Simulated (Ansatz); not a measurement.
`N=[C](S)[SnH3]` + `N[SiH](O)F` → `N[SiH](F)[O][SnH3]` + `N=CS`  (ligand exchange at the Sn–C bond)

Isolated molecules relaxed with PBE0-D4/def2-TZVP in Ansatz; ΔE leaves out vibrations. CCSD(T)/CBS is the MP2 limit (def2-TZVPP, def2-QZVPP) plus CCSD(T) − MP2 in def2-TZVPP, frozen cores. This one scheme is used for every species. DFT in def2-TZVPP. def2 core potentials past Kr. For Sn outer-core shells are correlated without core-valence functions, which leaves a few kJ/mol of doubt a bond. Each species was taken in one conformer, which may not be the lowest.

CCSD(T)/CBS gives -61.9 kJ/mol.

Problem. Another level gave -64.2 kJ/mol. Which?
A. MP2/def2-TZVPP
B. PBE/def2-TZVPP
C. CCSD/def2-TZVPP
D. HF/def2-TZVPP

Solution. C. CCSD/def2-TZVPP -64.2, HF/def2-TZVPP -81.6, PBE -54.1, MP2/def2-TZVPP -58.7 kJ/mol.

Largest T1 diagnostic among the species: 0.015.

In def2-TZVPP, CCSD(T) changes the Hartree–Fock value by +20.4 kJ/mol (the triples alone add +2.9 kJ/mol) and MP2 by +22.9 kJ/mol. From PBE to PBE0 (25 % exact exchange), in def2-TZVPP and without D4, ΔE moves by −3.7 kJ/mol.
